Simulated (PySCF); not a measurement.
C4H2O3.
Bonds: O1–C2 (double), C2–O3, O3–C4, C4–C5 (double), C5–C6, C6–O7 (double), C4–C6. Hydrogens: H8 on C2; H9 on C5.

NICS = −σ at a ghost point: NICS(0) at the centroid of the ring atoms, NICS(1) 1 Å to either side along the normal of their mean plane, zz for the tensor component along that normal. Level: GIAO PBE0/pcSseg-1 (PySCF, non-relativistic, gas phase) on the GFN2-xTB geometry, one conformer.

Ring bond lengths (Å), with Mayer bond orders in brackets: C4–C5 1.354 (1.40), C5–C6 1.431 (0.95), C6–C4 1.440 (1.00).

Question: Give the NICS values of each ring in ppm.

Answer: 
```csv
ring,type,NICS(0),"NICS(1), two faces","NICS(1)zz, two faces",rms pucker (Å),"centre to ring atoms, mean (Å)"
C4–C5–C6,3-membered carbocycle; bonds drawn aromatic by RDKit's count,-22.5,-8.4 / -8.4,-9.7 / -9.7,0.00,0.81
```

Question: What can be read from them?

Answer: 
- C4–C5–C6: mean NICS(1)zz -9.7 ppm, shielded. NICS(0) lies 14 ppm below the mean NICS(1).

Question: How equal are the bonds by HOMA? HOMA = 1 − mean of α(R − Ropt)² over the ring bonds, with Krygowski's 1993 parameters (CC: Ropt 1.388 Å, α 257.7 Å⁻²).

Answer: 
- C4–C5–C6: HOMA 0.51 = 1 − EN − GEO, with mean bond length 1.408 Å, EN = α(Ropt − mean)² = 0.104 and GEO = α × variance = 0.387.

Question: How shielded are the nuclei of the rings and their hydrogens (means over atoms taken as equivalent)?

Answer: 
```json
{"atoms": "C4", "environment": "unsaturated ring carbon", "σ isotropic (ppm)": "20.1"}
{"atoms": "C5", "environment": "unsaturated ring CH carbon", "σ isotropic (ppm)": "50.3"}
{"atoms": "C6", "environment": "ring carbonyl carbon", "σ isotropic (ppm)": "47.9"}
{"atoms": "H9", "environment": "hydrogen on carbon", "σ isotropic (ppm)": "24.57"}
```

Hardware: Arm Neoverse V2, one thread, on a shared host. Cost: 12 s wall (grids of density and orbitals included). This is the whole shielding run at PBE0/pcSseg-1, SCF included.

Shape of the structure used: `[O:1]=[CH:2][O:3][c:4]1[cH:5][c:6]1=[O:7]`: O1–C2–O3–C4 0°, C2–O3–C4–C5 0°.
